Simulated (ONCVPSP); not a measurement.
**An all-electron radial function and its pseudo partner (Re (Z = 75))**

Columns: radius, all-electron u(r) and pseudo u(r) of the 5d shell (level -17.37 eV) of rhenium in the configuration [Kr] 4d10 4f14 5s2 5p6 5d5 6s0.5; LDA (Perdew-Wang 92), scalar-relativistic, ONCV scheme, ONCVPSP 4.0.1.

| r (bohr) | all-electron | pseudo |
| --- | --- | --- |
| 0.100 | 0.2353 | 0.0016 |
| 0.200 | 0.0272 | 0.0125 |
| 0.300 | -0.2853 | 0.0397 |
| 0.400 | -0.3584 | 0.0867 |
| 0.500 | -0.2387 | 0.1543 |
| 0.600 | -0.0357 | 0.2407 |
| 0.700 | 0.1781 | 0.3418 |
| 0.800 | 0.3677 | 0.4501 |
| 0.900 | 0.5203 | 0.5560 |
| 1.000 | 0.6347 | 0.6491 |
| 1.100 | 0.7146 | 0.7212 |
| 1.200 | 0.7654 | 0.7693 |
| 1.300 | 0.7930 | 0.7951 |
| 1.400 | 0.8024 | 0.8032 |
| 1.500 | 0.7981 | 0.7981 |
| 1.600 | 0.7834 | 0.7834 |
| 1.700 | 0.7614 | 0.7613 |
| 1.800 | 0.7340 | 0.7340 |
| 1.900 | 0.7031 | 0.7031 |
| 2.000 | 0.6700 | 0.6700 |
| 2.100 | 0.6357 | 0.6356 |
| 2.200 | 0.6008 | 0.6008 |
| 2.300 | 0.5661 | 0.5661 |
| 2.400 | 0.5320 | 0.5319 |
| 2.500 | 0.4986 | 0.4986 |
| 2.600 | 0.4664 | 0.4664 |

**Question.** How many radial nodes do the two functions have?

**Answer.** The all-electron 5d function has n − l − 1 = 2; the pseudo-wave has 0, since the states of the same l below it are removed with the core.

**Question.** At about which radius was the pseudo-wave matched?

**Answer.** 1.65 bohr. The columns agree to 0.0005 from 1.50 bohr on; several derivatives are matched, so the curves merge somewhat inside the radius.

**Question.** Is the pseudo-wave norm-conserving?

**Answer.** Yes: the ONCV scheme keeps the norm inside the radius equal to the all-electron one, which fixes the energy derivative of the logarithmic derivative at the level.
